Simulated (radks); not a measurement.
Q: Coherent X-ray form factor from a spherical all-electron density. All-electron calculation, Dirac Kohn-Sham, LDA (Slater exchange, Perdew-Wang correlation), spin-unpolarised, spherical densities, finite nucleus; Fermi nuclear charge, rms radius of each element as measured or else 0.836 A^(1/3) + 0.57 fm. Program: a radial shooting solver on a logarithmic mesh with Libxc functionals.

sin(theta)/lambda (1/angstrom),f0 (electrons)
0.05,23.760
0.1,23.067
0.15,22.000
0.2,20.666
0.25,19.178
0.3,17.639
0.4,14.707
0.5,12.245
0.6,10.351
0.8,7.986
1,6.748
1.25,5.768
1.5,4.927
2,3.420

The species is in the configuration that NIST lists as its ground one. Which atom or ion scatters so?

A: The cobalt ion Co3+, [Ar] 3d6. Extrapolating in s^2 from the first two rows gives f0(0) = 24.0, near the electron count 24; among species with that count, the fall with angle is slower the higher Z, and the table is that of Z = 27; from so few rows the species is fixed only to a neighbour or two.
